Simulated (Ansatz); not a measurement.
`[GeH3][S][GeH3]` + CH₃OH → `C[O][GeH3]` + `[SH][GeH3]` at 298.15 K and 1 bar (ligand exchange at a Ge–S bond).

Gas-phase electronic energies from Ansatz, PBE0-D4/def2-TZVP geometries. CCSD(T)/CBS adds triple-zeta CCSD(T) − MP2 to the extrapolated MP2 energy (def2 sets, frozen cores). This one scheme is used for every species. For Ge outer-core shells are correlated without core-valence functions, which leaves a few kJ/mol of doubt a bond. Scalar relativity is left out up to krypton.

```tsv
species	CCSD(T)/CBS energy (Eh)	H − E (kJ/mol)	S (J/(mol·K))
`[GeH3][S][GeH3]`	-4553.63258	148.7	358.4
CH₃OH	-115.61712	146.3	238.2
`C[O][GeH3]`	-2192.93708	187.5	308.8
`[SH][GeH3]`	-2476.30083	99.2	286.9
```

H − E and S are ideal-gas, rigid-rotor, harmonic terms from PBE0-D4/def2-TZVP. 1 Eh = 2625.50 kJ/mol, R = 8.31446 J/(mol·K).

Q: By hand: ΔE, ΔH, ΔS and ΔG.

A: ΔE = (-2192.93708) + (-2476.30083) − (-4553.63258) − (-115.61712) = 0.01179 Eh = 31.0 kJ/mol. Δ(H − E) = 187.5 + 99.2 − 148.7 − 146.3 = -8.3, so ΔH = 22.7 kJ/mol. ΔS = 308.8 + 286.9 − 358.4 − 238.2 = -0.9 J/(mol·K). ΔG = 22.7 − 298.15 × (-0.9)/1000 = 23.0 kJ/mol.

Q: By hand: the equilibrium constant, and the temperature at which ΔG would vanish if ΔH and ΔS stayed fixed.

A: log₁₀ K = −ΔG/(RT ln 10) = -4.0. ΔH and −TΔS have one sign here, so there is no such temperature.

The number of gas molecules stays the same, so ΔS is small and ΔH decides. A doubt of 5 kJ/mol in ΔE shifts log₁₀ K by 0.9 here. Modes under 60 cm⁻¹, often nearly free rotors, make the harmonic entropy too high. These are equilibria of isolated gas molecules and say nothing of rates. Largest T1 diagnostic: 0.011 (customary marks: 0.02 for closed shells, 0.045 for open ones).

ΔS is within the doubt of such terms, so its sign, and with it that verdict, could turn.
